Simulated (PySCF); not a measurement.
# J couplings in SMILES [BH3-][AsH3+], AsBH₆

Geometry (Å), atoms numbered from 1 in this order:
```xyz
8

B    -1.272   -0.142    0.074
As    0.773   -0.047    0.015
H    -1.585    0.124   -1.074
H    -1.555    0.710    0.900
H    -1.478   -1.293    0.420
H     1.550   -0.315    1.281
H     1.518   -0.977   -0.913
H     1.428    1.253   -0.387
```

Method: indirect couplings at PBE0/pcJ-1 (dyall-v2z on As), isolated molecule, finite nuclei, PBE0-D3(BJ)/def2-SVP geometry; PySCF integrals, density fitting.

Non-relativistic values:
```csv
coupling,atoms,J (Hz)
"1J(75As,11B)",As2 – B1,-15.0
"1J(75As,1H)",As2 – H6/H7/H8,226.7
"2J(75As,1H)",As2 – H3/H4/H5,-7.8
```

What do two-component X2C with spin–orbit coupling give?

## Answers


| coupling | atoms | with spin–orbit (Hz) |
| --- | --- | --- |
| 1J(75As,11B) | As2 – B1 | -23.5 |
| 1J(75As,1H) | As2 – H6/H7/H8 | 221.0 |
| 2J(75As,1H) | As2 – H3/H4/H5 | -4.5 |

The largest listed coupling, 1J(75As,1H), ends at 0.97 times its non-relativistic value. Equivalent partners are averaged, as under fast rotation. Couplings to strongly quadrupolar nuclei (75As) are seldom resolved in solution.
